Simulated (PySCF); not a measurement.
**Dipole moment and polarisability of `C1[CH2][AlH][C@@H](C2CC2)C1`**

Compound: C7H13Al.
Numbering: `[CH2:1]1[CH2:2][AlH:3][C@@H:4]([CH:5]2[CH2:6][CH2:7]2)[CH2:8]1` (hydrogens: H9, H10 on C1; H11, H12 on C2; H13 on Al3; H14 on C4; H15 on C5; H16, H17 on C6; H18, H19 on C7; H20, H21 on C8)

Structure used (PBE0-D3(BJ)/def2-SVP), in Å, numbered top down from 1:
```xyz
21
C7H13Al angstrom
C     -2.3075   -0.5101   -0.0880
C     -2.5915    0.9784   -0.3727
Al    -0.7866    1.6124   -0.8308
C      0.1814   -0.0028   -0.2213
C      1.4941    0.1099    0.5118
C      2.4555   -1.0473    0.5657
C      2.7908    0.1782   -0.2367
C     -0.9380   -0.6948    0.5825
H     -2.3062   -1.0687   -1.0425
H     -3.0966   -0.9741    0.5289
H     -2.9222    1.4857    0.5552
H     -3.4039    1.1292   -1.1009
H     -0.2671    2.9760   -1.4709
H      0.3544   -0.6041   -1.1404
H      1.4531    0.7137    1.4275
H      2.1781   -1.9544    0.0199
H      3.0122   -1.2324    1.4885
H      3.5781    0.8422    0.1301
H      2.7479    0.1025   -1.3277
H     -0.9773   -0.2489    1.5951
H     -0.7216   -1.7671    0.7376
```

Level: B3LYP/def2-SVPD (PySCF), static field, nuclei fixed, core orbitals frozen in the response. The polarisability tensor in these axes (au):

```
x   122.05  -2.26   0.83
y    -2.26 108.42 -10.91
z     0.83 -10.91  92.90
```

Q: What are the eigenvalues, a third of the trace, and Δα (Δα² = ½Σ(αi − αj)² over the three pairs)?

A: Principal values 87.26, 113.39 and 122.71 au; mean 107.79 au = 15.97 Å³ = 17.77 × 10⁻⁴⁰ C²·m²/J; Δα = 31.83 au (30 % of the mean).

Q: What is the dipole moment, and where does it point?

A: (-0.25, -0.02, 0.03) D, 0.25 D in size, pointing from the negative to the positive side. Measured along this direction, the outermost atoms are H18 at the negative end and H10 and H12 at the positive end.

Q: Orientational against electronic polarisability at 298 K (dilute gas, rigid molecules)?

A: In Gaussian units μ²/3kT = 0.51 Å³ against 15.97 Å³, a ratio of 0.03; the Debye molar polarisation (4π/3)N_A(α + μ²/3kT) is 41.6 cm³/mol, leaving out the vibrational part.

Q: Traceless (Buckingham) quadrupole moment about the centre of nuclear charge: eigenvalues?

A: -5.10, -3.06, 8.17 D·Å. The values depend on the origin, since the dipole doesn't vanish. The electronic extent ⟨r²⟩ about the same centre is 1413 bohr², a root-mean-square distance of 2.41 Å for the 68 electrons.

Q: In TDDFT the mean static polarisability is Σ f/ω² over all singlet excitations (ω in hartree). How much of it do the 10 lowest give? Their energies (eV) and oscillator strengths: 3.96, 0.0015; 4.99, 0.0004; 5.53, 0.0171; 5.80, 0.0002; 6.08, 0.0394; 6.30, 0.0070; 6.37, 0.0013; 6.41, 0.0098; 6.53, 0.0356; 6.58, 0.0314.

A: They add up to 2.77 au, 2.6 % of the 107.79 au; the largest single term is 0.79 au, from the state at 6.08 eV. Terms in order: 0.07, 0.01, 0.41, 0.00, 0.79, 0.13, 0.02, 0.18, 0.62, 0.54 au. Higher excitations give the rest. The strengths listed sum to 0.144.

One conformer (not necessarily the lowest) at the PBE0-D3(BJ)/def2-SVP geometry, without solvent, vibrations or thermal averaging.
